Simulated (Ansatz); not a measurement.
Geometry optimisation, RKS PBE-D4/6-31G* (Ansatz).

input.yaml

```yaml
crystal:
  periodic: [false, false, false]
  atoms:
    - { symbol: C, position_ang: [-1.3067, 0.7062, -0.2326] }
    - { symbol: B, position_ang: [-0.4973, -0.5349, 0.1116] }
    - { symbol: Si, position_ang: [-1.40638, -2.19374, 0.38231] }
    - { symbol: Cl, position_ang: [-1.09635, -2.97057, 2.34074] }
    - { symbol: H, position_ang: [-1.2095, 1.5174, 0.5203] }
    - { symbol: H, position_ang: [-1.0321, 1.17, -1.2277] }
    - { symbol: H, position_ang: [-2.402, 0.4783, -0.2921] }
    - { symbol: H, position_ang: [0.64033, -0.5091, 0.23182] }
    - { symbol: H, position_ang: [-0.92169, -3.22692, -0.63407] }
    - { symbol: H, position_ang: [-2.85789, -2.04854, 0.16458] }
basis:
  gaussian: { orbitals: "6-31G*" }
hamiltonian:
  xc: pbe
  dispersion: d4
relax:
  f_tol: 0.015
  max_steps: 40
```

Launched with:

```bash
$ ansatz run input.yaml --threads 1 --pin off --max-ram 2048MiB --backend cpu --events-out ev --progress --plain --runs-dir out
```

**Question.** Where does it end, and by what steps?

**Answer.** The forces met the threshold. The force dipped under the threshold on the way, but the program's further checks kept it going. After 20 steps the energy has fallen by 0.328 eV; Cl4 moved furthest, 0.83 Å.

| step | energy less start (eV) | largest force component (eV/Å) | accepted |
| --- | --- | --- | --- |
| 0 | 0.0000 | 1.992 | yes |
| 1 | -0.2406 | 0.812 | yes |
| 2 | -0.2851 | 0.344 | yes |
| 3 | -0.2965 | 0.097 | yes |
| 4 | -0.2989 | 0.046 | yes |
| 5 | -0.3011 | 0.024 | yes |
| 6 | -0.3030 | 0.048 | yes |
| 7 | -0.3046 | 0.124 | yes |
| 8 | -0.3066 | 0.101 | yes |
| 9 | -0.3123 | 0.197 | yes |
| 10 | -0.3158 | 0.245 | yes |
| 11 | -0.3203 | 0.133 | yes |
| 12 | -0.3238 | 0.083 | yes |
| 13 | -0.3260 | 0.059 | yes |
| 14 | -0.3262 | 0.114 | yes |
| 15 | -0.3271 | 0.029 | yes |
| 16 | -0.3274 | 0.008 | yes |
| 17 | -0.3278 | 0.023 | yes |
| 18 | -0.3278 | 0.038 | yes |
| 19 | -0.3279 | 0.019 | yes |
| 20 | -0.3280 | 0.010 | yes |

```xyz
10
Properties=species:S:1:pos:R:3
C -1.274 0.714 -0.472
B -0.559 -0.450 0.286
Si -1.474 -2.239 0.519
Cl -0.573 -3.481 1.949
H -1.624 1.386 0.346
H -0.584 1.335 -1.070
H -2.163 0.458 -1.072
H 0.537 -0.259 0.757
H -1.456 -2.982 -0.791
H -2.918 -2.094 0.913
```

Run time: 31 s on 1 thread of Intel(R) Xeon(R) 6975P-C (Granite Rapids), on a shared host, peak memory 0.16 GiB.
